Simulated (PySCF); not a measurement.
# Core-level binding energies of `CO[C@@H](F)COCF`

Species: C4H8F2O2.
Atom-mapped SMILES: `[CH3:1][O:2][C@@H:3]([F:4])[CH2:5][O:6][CH2:7][F:8]`

Level of theory: delta-SCF UKS SCAN, pcX-2 on the ionised atom, pcseg-1 elsewhere, spin-free X2C in PySCF. These are vertical core ionisation energies against the vacuum level, from separate self-consistent calculations with and without the core hole.

Question: What binding energy does each computed site have?

Answer: 
| atom(s) | bonded to | level | binding energy (eV) | above the level's lowest (eV) | count |
| --- | --- | --- | --- | --- | --- |
| F8 | C | F 1s | 692.51 | 0.00 | 1 |
| F4 | C | F 1s | 692.51 | 0.00 | 1 |
| O2 | 2 C | O 1s | 539.35 | +0.14 | 1 |
| O6 | 2 C | O 1s | 539.21 | 0.00 | 1 |
| C3 | F, O, C and H | C 1s | 294.60 | +2.00 | 1 |
| C7 | F, O and 2 H | C 1s | 294.60 | +2.00 | 1 |
| C1 | O and 3 H | C 1s | 292.71 | +0.11 | 1 |
| C5 | O, C and 2 H | C 1s | 292.60 | 0.00 | 1 |

Lowest listed C 1s: C5, bonded to O, C and 2 H. Highest, 2.00 eV above it: C3, bonded to F, O, C and H. The values 294.60 and 294.60 eV lie too close for their order to be trusted.

The 2 O 1s values lie within 0.14 eV of each other; Gaussian lines of 0.5 eV full width would blend them into one maximum.

The 2 F 1s values lie within 0.01 eV of each other; Gaussian lines of 0.5 eV full width would blend them into one maximum.

Question: Which photon wavelength matches the C 1s of C7 threshold?

Answer: λ = hc/E = 12398.42 eV Å / 294.60 eV = 42.086 Å.

Isolated species at its PBE0-D3(BJ)/def2-SVP geometry (one conformer only).

On one thread of an Arm Neoverse V2, no GPU, shared host with 96 logical CPUs at a one-minute load of 60, this took 71 s of wall time and 0.73 GiB of memory at its peak.

Conformer computed: `[CH3:1][O:2][C@@H:3]([F:4])[CH2:5][O:6][CH2:7][F:8]`: C1–O2–C3–F4 68°, O2–C3–C5–O6 178°, C3–C5–O6–C7 97°, C5–O6–C7–F8 74°.
